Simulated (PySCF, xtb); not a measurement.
GeH5O3P, SMILES [OH][Ge]([OH])([OH])[PH2]. Other conformers were not sampled.

Harmonic wavenumbers (cm⁻¹) from GFN2-xTB run with xtb at its own minimum, in rising order: 61, 96, 109, 144, 175, 203, 220, 230, 291, 359, 523, 536, 545, 709, 726, 779, 793, 815, 1111, 2268, 2335, 3648, 3653, 3672.

What does B3LYP-D3(BJ)/def2-SVP (PySCF) give at its own minimum? (An estimate is asked for; the answer gives what the named calculation found.)

71, 99, 136, 161, 187, 219, 246, 259, 310, 370, 665, 691, 705, 715, 726, 870, 895, 908, 1093, 2382, 2395, 3819, 3823, 3840. Paired by order, the mean absolute difference is 68 cm⁻¹ and the zero-point energies are 34.3 and 36.6 kcal/mol.
